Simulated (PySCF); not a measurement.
A calculated (TPSS, PySCF 2.14, aug-cc-pVDZ-DK, the spin-free X2C one-electron Hamiltonian (Gaussian nucleus)) atom or ion has these occupied shells.

```tsv
shell	electrons	orbital energy (eV)	rms radius, mean of both spins (bohr)
1s	2	-1266.0	0.151
2s	2	-81.174	0.760
2p	6	-47.127	0.780
3s	2	-4.780	3.44
```

(1) Name the element and its charge.

Answers

(1) Mg (magnesium, neutral), in [Ne] 3s2, closed-shell 1S.
